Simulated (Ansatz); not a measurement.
```yaml
crystal:
  periodic: [false, false, false]
  atoms:
    - {symbol: C, position_ang: [-3.173858, 0.525078, 0.420068]}
    - {symbol: C, position_ang: [-3.127511, -0.808512, 0.301446]}
    - {symbol: S, position_ang: [-1.569900, -1.552880, 0.048004]}
    - {symbol: C, position_ang: [-0.671076, -0.029852, 0.071948]}
    - {symbol: C, position_ang: [0.670065, 0.030381, -0.080510]}
    - {symbol: S, position_ang: [1.671872, -1.407281, -0.320481]}
    - {symbol: C, position_ang: [3.174361, -0.525334, -0.416372]}
    - {symbol: C, position_ang: [3.127873, 0.808252, -0.297789]}
    - {symbol: S, position_ang: [1.568670, 1.553555, -0.057245]}
    - {symbol: S, position_ang: [-1.672798, 1.407957, 0.311410]}
    - {symbol: H, position_ang: [-4.086781, 1.100514, 0.579691]}
    - {symbol: H, position_ang: [-3.997633, -1.464570, 0.351536]}
    - {symbol: H, position_ang: [4.088067, -1.101175, -0.569932]}
    - {symbol: H, position_ang: [3.998659, 1.463868, -0.341762]}
basis:
  gaussian: {orbitals: STO-3G}
total_charge: -1
magnetization: {spin_polarized: true, initial_magnetization: 1}
hamiltonian: {xc: {name: wB97M-V}}
scf: {lower_state_search: light}
```

```sh
$ ansatz run in.yaml --threads 4 --pin off --events-out ev --progress --plain --max-ram 8704MiB
```

Output, abridged:

```
Functional definition: wB97M-V
883 factors; integrals over basis functions are off by at most 3.8e-5 eV
322 factors; integrals over basis functions are off by at most 1.7e-6 eV
mean field evaluation 1: about -49068.0986 eV, gradient 1.5e1 eV
mean field evaluation 2: about -49069.0419 eV, gradient 1.2e1 eV
mean field evaluation 4: about -49069.9412 eV, gradient 2.0e-1 eV
mean field evaluation 8: about -49069.8769 eV, gradient 3.7e-2 eV
mean field evaluation 16: about -49069.8770 eV, gradient 3.2e-4 eV
mean field evaluation 32: about -49069.9490 eV, gradient 2.9e0 eV
mean field -49070.02089381 eV, -1803.2900069928 hartree, gradient 1.6e-5 eV, S^2 0.754298; 6 other end points of the search recorded, 0 dependent functions left out
reference -49070.02092765 eV, -1803.2900082364 hartree; 53, 52 occupied and 17, 18 virtual orbitals, 883 factors
Total energy: -49070.02092765 eV, -1803.2900082364 hartree
```

Hardware: 4 threads of Arm Neoverse V2 on a shared host. Wall time 20 s, peak host memory 0.67 GiB.

The highest occupied level of an anion often lies above zero with these methods, and sets without diffuse functions describe the outer electron poorly.
